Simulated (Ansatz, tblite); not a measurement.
Cost and result up the ladder for B4N4H14, a cluster cut from wurtzite BN (hydrogen-capped) (22 atoms). The state is a singlet with charge 0. Geometry: PBE0-D4/def2-SVP.

```csv
atom,x (Å),y (Å),z (Å)
B1,-0.591,-0.398,1.528
N2,-1.469,-0.682,0.197
B3,-0.051,1.682,0.103
N4,0.542,0.558,1.020
N5,-0.292,0.928,-1.309
B6,-0.579,-0.595,-1.089
B7,1.647,-0.252,0.257
N8,0.796,-1.239,-0.703
H9,-1.303,0.125,2.372
H10,-0.146,-1.483,1.899
H11,-2.210,0.019,0.146
H12,-1.940,-1.581,0.278
H13,-1.153,2.062,0.497
H14,0.727,2.609,-0.066
H15,0.973,1.000,1.829
H16,-1.040,1.389,-1.825
H17,0.548,1.037,-1.879
H18,-1.096,-1.127,-2.061
H19,2.339,-0.923,1.008
H20,2.319,0.470,-0.479
H21,0.633,-2.113,-0.201
H22,1.347,-1.486,-1.522
```

Ansatz on 4 threads of Arm Neoverse V2 on a shared host; xTB runs through tblite on one thread. Times are rough, summed over both states, and most runs start from the orbitals of an earlier one. PBE0-D4/def2-TZVP serves as the yardstick here, not as an exact answer. The other state is a doublet.

The xTB rows come from tblite.

Raw xTB energies of ions are shifted by several eV.

```csv
level,functions,wall time
GFN2-xTB,46,0.016 s
GFN1-xTB,60,0.022 s
PBE-D4/def2-TZVP,332,14 s
PBE0-D4/def2-TZVP (with forces),332,38 s
```

(1) Estimate what each level gives for the vertical IE (eV).

Results:

(1) 
```json
{"level": "GFN2-xTB", "vertical IE (eV)": "12.19", "difference from PBE0-D4/def2-TZVP (eV)": "2.85"}
{"level": "GFN1-xTB", "vertical IE (eV)": "13.26", "difference from PBE0-D4/def2-TZVP (eV)": "3.92"}
{"level": "PBE-D4/def2-TZVP", "vertical IE (eV)": "8.77", "difference from PBE0-D4/def2-TZVP (eV)": "-0.57"}
{"level": "PBE0-D4/def2-TZVP (with forces)", "vertical IE (eV)": "9.34", "difference from PBE0-D4/def2-TZVP (eV)": "0.00"}
```
